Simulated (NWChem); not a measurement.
**C$_{2}$H$_{4}$F (+1)**

```xyz
7

C     -0.1288    -1.1685     0.0000
C     -0.3827     0.2315     0.0000
F      0.5448     1.0651     0.0000
H     -0.6876    -1.6021    -0.8611
H     -0.6876    -1.6021     0.8611
H      0.9338    -1.4416     0.0000
H     -1.3928     0.6811     0.0000
```
Charge +1, spin multiplicity 1.

Program: NWChem. All single points use one geometry, from PBE0/def2-SVP, a minimum by its harmonic frequencies.

Symmetry labels belong to the abelian group Cs used in the runs, with the axes of the coordinates shown; states degenerate in a higher group split over its labels.

The spin multiplicity of the parent species was assumed, not shown to be that of its ground state. The structure started from a generated list of species.

Task: List the lowest 3 singlet excitations that CIS/def2-SVPD gives, with oscillator strengths.

Result: 
| state | symmetry | energy (eV) | wavelength (nm) | f |
|---|---|---|---|---|
| 1 | a" | 6.99 | 177 | 0.000 |
| 2 | a" | 9.25 | 134 | 0.018 |
| 3 | a' | 9.72 | 128 | 0.301 |
